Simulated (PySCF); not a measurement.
B(F)(OH)(SeH) (BFH₂OSe), SMILES OB(F)[SeH].

Geometry: r2SCAN-D4/def2-SVP. Other conformers were not sampled.

Computed with TDA-LC-ωPBE/def2-SVPD (PySCF).

Vertical excitations. Gas-phase values at a fixed geometry. State labels are in the subgroup Cs.

Computed lowest excited states:
```json
[
 {"state": "S1", "symmetry": "A\"", "energy (eV)": "5.98", "λ (nm)": "207", "f": "0.004", "main pairs": "HOMO→LUMO+2 60 %, HOMO→LUMO+3 17 %"},
 {"state": "S2", "symmetry": "A\"", "energy (eV)": "6.91", "λ (nm)": "179", "f": "0.078", "main pairs": "HOMO→LUMO 69 %, HOMO→LUMO+1 11 %"},
 {"state": "S3", "symmetry": "A'", "energy (eV)": "7.18", "λ (nm)": "173", "f": "0.172", "main pairs": "HOMO→LUMO+5 52 %, HOMO→LUMO+4 36 %"},
 {"state": "S4", "symmetry": "A\"", "energy (eV)": "8.08", "λ (nm)": "153", "f": "0.006", "main pairs": "HOMO→LUMO+1 68 %"},
 {"state": "S5", "symmetry": "A\"", "energy (eV)": "8.31", "λ (nm)": "149", "f": "0.006", "main pairs": "HOMO→LUMO+3 62 %, HOMO→LUMO+2 26 %"},
 {"state": "S6", "symmetry": "A'", "energy (eV)": "8.56", "λ (nm)": "145", "f": "0.015", "main pairs": "HOMO→LUMO+4 54 %, HOMO→LUMO+5 35 %"},
 {"state": "S7", "symmetry": "A'", "energy (eV)": "8.65", "λ (nm)": "143", "f": "0.030", "main pairs": "HOMO−1→LUMO+2 41 %, HOMO−1→LUMO 32 %, HOMO−1→LUMO+3 9 %, HOMO→LUMO+4 7 %"},
 {"state": "S8", "symmetry": "A\"", "energy (eV)": "8.67", "λ (nm)": "143", "f": "0.013", "main pairs": "HOMO−1→LUMO+5 46 %, HOMO−1→LUMO+4 17 %, HOMO→LUMO+6 12 %"},
 {"state": "S9", "symmetry": "A\"", "energy (eV)": "9.06", "λ (nm)": "137", "f": "0.026", "main pairs": "HOMO→LUMO+6 36 %, HOMO→LUMO+13 15 %, HOMO→LUMO+7 13 %, HOMO→LUMO+10 9 %"},
 {"state": "S10", "symmetry": "A\"", "energy (eV)": "9.32", "λ (nm)": "133", "f": "0.292", "main pairs": "HOMO→LUMO+7 25 %, HOMO→LUMO+6 20 %, HOMO−1→LUMO+5 13 %, HOMO→LUMO+10 11 %"},
 {"state": "T1", "symmetry": "A\"", "energy (eV)": "5.45", "λ (nm)": "228", "f": "0", "main pairs": "HOMO→LUMO+2 58 %, HOMO→LUMO+3 17 %, HOMO→LUMO+6 10 %"},
 {"state": "T2", "symmetry": "A'", "energy (eV)": "6.10", "λ (nm)": "203", "f": "0", "main pairs": "HOMO→LUMO+5 71 %, HOMO→LUMO+4 26 %"},
 {"state": "T3", "symmetry": "A\"", "energy (eV)": "6.54", "λ (nm)": "190", "f": "0", "main pairs": "HOMO→LUMO 62 %, HOMO→LUMO+1 11 %"},
 {"state": "T4", "symmetry": "A'", "energy (eV)": "7.23", "λ (nm)": "171", "f": "0", "main pairs": "HOMO−1→LUMO+2 52 %, HOMO−1→LUMO+3 15 %, HOMO−1→LUMO+6 9 %"}
]
```
Triplets are in the Tamm–Dancoff approximation.
